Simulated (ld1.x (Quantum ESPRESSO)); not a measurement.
# boron: excitation energies, all-electron against TM

```json
{"Element": "boron", "Generator": "ld1.x (Quantum ESPRESSO) 7.5", "Type": "norm-conserving Troullier–Martins (Kleinman–Bylander form)", "Functional": "LDA (PZ)", "Relativity": "scalar-relativistic", "Frozen core": "[He]", "Valence charge": "3", "Reference configuration": "2s2 2p1", "Partial waves": "2s (bound): rc 1.30 bohr; 2p (bound): rc 2.45 bohr; 3d channel at -0.05 Ry: rc 2.60 bohr", "Local potential": "the d channel", "Core correction": "Bessel-smoothed model core inside 1.15 bohr"}
```

Energies are relative to the spin-unpolarised reference configuration 2s2 2p1; without spin polarisation the order of configurations can differ from experiment. Spin-polarised rows fill each open shell by Hund’s rule, majority spin first.

| valence configuration | charge | ΔE all-electron (eV) | error AE − PS (meV) |
| --- | --- | --- | --- |
| 2s1 2p0 | +2 | 33.631 | +150 |
| 2s2 2p0.5 | +0.5 | 2.943 | +5.5 |
| 2s0 2p3 | 0 | 11.401 | -2.3 |
| 2s1 2p1 | +1 | 14.283 | -10 |
| 2s1 2p2 | 0 | 5.686 | -1.0 |
| 2s2 2p1.3 | -0.3 | -0.772 | +0.5 |
| 2s2 2p1 (spin-polarised) | 0 | -0.235 | +10 |
| 2s1 2p0 (spin-polarised) | +2 | 32.903 | +161 |

Question: What are ΔE and the potential's error for 2s2 2p0?

Answer: ΔE = 8.327 eV all-electron; the error (AE − PS) is +40 meV.
